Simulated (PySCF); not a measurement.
C5H7F3N (doublet state).
Z-matrix (Å and degrees, GFN2-xTB geometry), rows numbered from 1:
```
N 
C   1  1.4423
C   2  1.5400  1  114.17
F   3  1.3814  2  108.28  1    59.28
F   3  1.3782  2  109.22  1   171.19
C   3  1.4911  2  114.22  1   -64.44
C   6  1.3783  3  123.14  2   178.54
C   7  1.3692  6  124.92  3    -0.81
F   8  1.3328  7  119.73  6  -179.82
H   1  1.0140  2  111.45  3    59.59
H   1  1.0144  2  110.41  3   -60.51
H   2  1.0931  1  108.52  3   120.16
H   2  1.0928  1  109.52  3  -121.44
H   6  1.0764  3  116.83  2    -3.35
H   7  1.0818  6  118.05  3   179.25
H   8  1.0776  7  127.05  6     0.51
```

The hyperfine couplings belong to this conformer and change with its torsions.

As a line formula: `NCC(F)(F)/C=C\[CH]F` [radical].

Theory: PySCF 2.14.0, UKS B3LYP, pcH-1 on C F H N, non-relativistic, mean-field spin-orbit, GIAO. One conformer (not necessarily the lowest) at the GFN2-xTB geometry, without solvent, vibrations or thermal averaging. The geometry wasn't refined by DFT: couplings that depend on bond lengths, twists or pyramidal angles can differ widely from those at the functional's own minimum. No stability test was run, so a lower SCF solution isn't excluded. ⟨S²⟩ is 0.775 where a pure state has 0.75.

Problem. The isotropic 19F couplings, averaged over equivalent nuclei, are +98.4, +50.1 MHz. Assign them to F4/F5; F9.

Solution. 
```
 site  a_iso (MHz)  ρ(0) (bohr⁻³)         position  distance from C6 (Å)  bound to  spin population there  largest |T| (MHz)
F4/F5        +50.1        +0.0119  2 bonds from C6                  2.36        C3                  -0.02               75.7
   F9        +98.4        +0.0234   1 bond from C8                  3.63        C8                  +0.57              356.7
```

ρ(0) is the spin density at the nucleus and T the dipolar tensor; entries for several nuclei are means. Largest spin populations (Mulliken): C6 (+0.66), C8 (+0.57) and C7 (-0.24). The angles at C6 add up to 360.0°, so it is planar; its axial dipolar tensor and the negative coupling of its proton fit spin in a p orbital normal to that plane. Main spin sites, with 60 % or more of the largest population: C6, C8; positions count bonds from the nearest.

Means are taken over nuclei equivalent by connectivity, which assumes that they swap fast. The 19F value of +50.1 MHz is a mean of couplings from 44.6 to 55.5 MHz in this one geometry, not an average over conformers.

The SMILES `NCC(F)(F)/C=C\[CH]F` draws the unpaired electron on C8, whose computed spin population is only +0.57.

Time: 82 s of wall time (with the writing of density and orbital grids); peak memory 0.96 GiB. Hardware: Arm Neoverse V2, one thread, no GPU, on a shared host.
